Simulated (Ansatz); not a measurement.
Reaction (ligand exchange at the Si–O bond): `N[Si@H](O)O[Si@@H](N)O` + HCl → `N[Si@H](Cl)O[Si@@H](N)O` + H₂O

Computed with Ansatz on PBE0-D4/def2-TZVP structures; ΔE is electronic, products minus reactants. CCSD(T)/CBS adds triple-zeta CCSD(T) − MP2 to the extrapolated MP2 energy (def2 sets, frozen cores). This one scheme is used for every species. Functionals use def2-TZVPP. Each species was taken in one conformer, which may not be the lowest.

| level | ΔE (kJ/mol) |
| --- | --- |
| PBE0-D4 | 1.4 |
| SCS-MP2/def2-TZVPP | 10.3 |
| CCSD/def2-TZVPP | 12.7 |
| HF/def2-QZVPP | 12.3 |

Task: What does CCSD(T)/CBS give? (An estimate is asked.)

Result: Ansatz gave: +5.1 kJ/mol. The listed levels differ from it by -3.7, 5.2, 7.6, 7.2 kJ/mol.

Largest T1 diagnostic among the species: 0.011.

The D4 term adds −4.1 kJ/mol with B3LYP and −2.4 kJ/mol with PBE0; it sums over pairs of atoms, weighted by their polarisabilities, and B3LYP, whose exchange is more repulsive, gets the larger term.

B3LYP here is the variant with VWN-RPA as its local correlation; programs differ in this.
